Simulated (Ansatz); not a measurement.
One change: `[NH2][Ga]([SH])[SH]` becomes `C[O][Ga]([SH])[SH]`.

Ansatz, PBE0-D4/def2-TZVP geometries, multiplicity 1. Each molecule was computed in one conformer, which needn't be the lowest.

Scalar relativity is left out up to krypton.

| property | `[NH2][Ga]([SH])[SH]` |
| --- | --- |
| HOMO–LUMO gap (B3LYP/def2-TZVPP) / eV | 6.35 |
| HOMO–LUMO gap (PBE0/def2-TZVPP) / eV | 6.92 |
| HOMO–LUMO gap (ωB97M-V/def2-TZVPP) / eV | 10.97 |
| LUMO energy (B3LYP/def2-TZVPP) / eV | -0.74 |
| size of the dipole moment (PBE/def2-TZVPP) / D | 0.58 |
| HOMO energy (PBE/def2-TZVPP) / eV | -6.00 |

Task: Give the same properties after the change, and the shifts. (Best estimate.)

Result: The calculation gave: 
| property | `C[O][Ga]([SH])[SH]` | shift |
| --- | --- | --- |
| HOMO–LUMO gap (B3LYP/def2-TZVPP) / eV | 6.33 | -0.02 |
| HOMO–LUMO gap (PBE0/def2-TZVPP) / eV | 6.91 | -0.01 |
| HOMO–LUMO gap (ωB97M-V/def2-TZVPP) / eV | 10.93 | -0.04 |
| LUMO energy (B3LYP/def2-TZVPP) / eV | -1.06 | -0.32 |
| size of the dipole moment (PBE/def2-TZVPP) / D | 0.36 | -0.22 |
| HOMO energy (PBE/def2-TZVPP) / eV | -6.37 | -0.37 |

Dipoles are sizes alone; their direction can turn.

B3LYP here is the variant with VWN-RPA as its local correlation; programs differ in this.
